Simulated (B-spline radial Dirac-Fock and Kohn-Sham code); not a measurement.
Successive ionisation energies of tungsten: Dirac-Fock against NIST

Calculated with a radial finite-basis atomic code, using multi-electron Dirac-Fock with separately optimised hole states, Breit and Lamb-shift corrections added in first order. Each value is the difference of the configuration-average energies of two neighbouring ions in their tabulated ground configurations. No correlation. NIST's values refer to the lowest levels; many for high charge states are themselves semi-empirical or theoretical. Where a p, d or f shell is open in either ion the computed value averages over both j values and all terms, while the table refers to the lowest levels; that difference holds spin-orbit splitting (largest in heavy or highly charged ions), term energies where several electrons share open shells, and correlation, and it can reach 10 % or more.

```
 ion  configuration  computed (eV)        NIST (eV)            kind  NIST − computed (eV)
W⁵⁰⁺       [Ar] 3d6         4603.4         4578 ± 4  semi-empirical                -25.44
W⁵¹⁺       [Ar] 3d5         4738.7         4709 ± 4  semi-empirical                -29.67
W⁵²⁺       [Ar] 3d4         4875.5         4927 ± 4  semi-empirical                +51.53
W⁵³⁺       [Ar] 3d3         5013.8         5063 ± 4  semi-empirical                +49.17
W⁵⁴⁺       [Ar] 3d2         5153.7         5209 ± 4  semi-empirical                +55.25
W⁵⁵⁺       [Ar] 3d1         5295.2         5348 ± 4  semi-empirical                +52.78
W⁵⁶⁺   [Ne] 3s2 3p6         5842.6         5719 ± 5  semi-empirical               -123.62
W⁵⁷⁺   [Ne] 3s2 3p5         5968.5         5840 ± 5  semi-empirical               -128.50
W⁵⁸⁺   [Ne] 3s2 3p4         6095.3         5970 ± 5  semi-empirical               -125.32
W⁵⁹⁺   [Ne] 3s2 3p3         6223.1         6093 ± 5  semi-empirical               -130.10
W⁶⁰⁺   [Ne] 3s2 3p2         6351.8         6596 ± 7  semi-empirical               +244.18
W⁶¹⁺   [Ne] 3s2 3p1         6481.5         6735 ± 7  semi-empirical               +253.51
W⁶²⁺       [Ne] 3s2         6996.9         7000 ± 7  semi-empirical                 +3.06
W⁶³⁺       [Ne] 3s1         7130.5         7130 ± 7  semi-empirical                 -0.49
W⁶⁴⁺   [He] 2s2 2p6        16065.6       15566 ± 11  semi-empirical               -499.59
W⁶⁵⁺   [He] 2s2 2p5        16415.8       15896 ± 11  semi-empirical               -519.75
W⁶⁶⁺   [He] 2s2 2p4        16769.3       16252 ± 11  semi-empirical               -517.27
W⁶⁷⁺   [He] 2s2 2p3        17126.1       16588 ± 11  semi-empirical               -538.15
W⁶⁸⁺   [He] 2s2 2p2        17486.4        18476 ± 4  semi-empirical               +989.60
W⁶⁹⁺   [He] 2s2 2p1        17850.0        18872 ± 3  semi-empirical              +1021.97
W⁷²⁺            1s2        79177.3  79181.94 ± 0.19     theoretical                 +4.66
W⁷³⁺            1s1        80755.7  80755.91 ± 0.14     theoretical                 +0.26
```
